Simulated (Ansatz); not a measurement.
Computed with Ansatz.

A structure relaxed at PBE0-D4/def2-TZVP, charge 0, multiplicity 1:

| atom | x (Å) | y (Å) | z (Å) |
| --- | --- | --- | --- |
| C1 | 0.612 | 0.096 | -2.377 |
| C2 | 0.522 | 0.729 | -1.209 |
| Si3 | 0.356 | -0.149 | 0.414 |
| O4 | 0.555 | -1.744 | 0.037 |
| O5 | 1.474 | 0.387 | 1.501 |
| Si6 | -1.695 | 0.234 | 1.485 |
| H7 | 0.600 | -0.988 | -2.431 |
| H8 | 0.704 | 0.629 | -3.319 |
| H9 | 0.533 | 1.818 | -1.208 |
| H10 | 0.426 | -2.380 | 0.741 |
| H11 | 2.385 | 0.431 | 1.200 |
| H12 | -1.775 | -0.534 | 2.760 |
| H13 | -1.879 | 1.678 | 1.793 |
| H14 | -2.818 | -0.207 | 0.612 |

**Question.** Give its formula and SMILES.

**Answer.** C2H8O2Si2, `C=C[Si](O)(O)[SiH3]`.

**Question.** Point group (tolerance 0.08 Å, 0.16 Å for H)?

**Answer.** C1.

**Question.** Summarise the bond lengths by kind.

**Answer.** 1 × C–C 1.331 Å; 3 × C–H 1.086 to 1.089 Å; 1 × C–Si 1.852 Å; 2 × O–Si 1.650 Å; 1 × Si–Si 2.345 Å; 2 × H–O 0.958 to 0.960 Å; 3 × H–Si 1.488 to 1.491 Å.
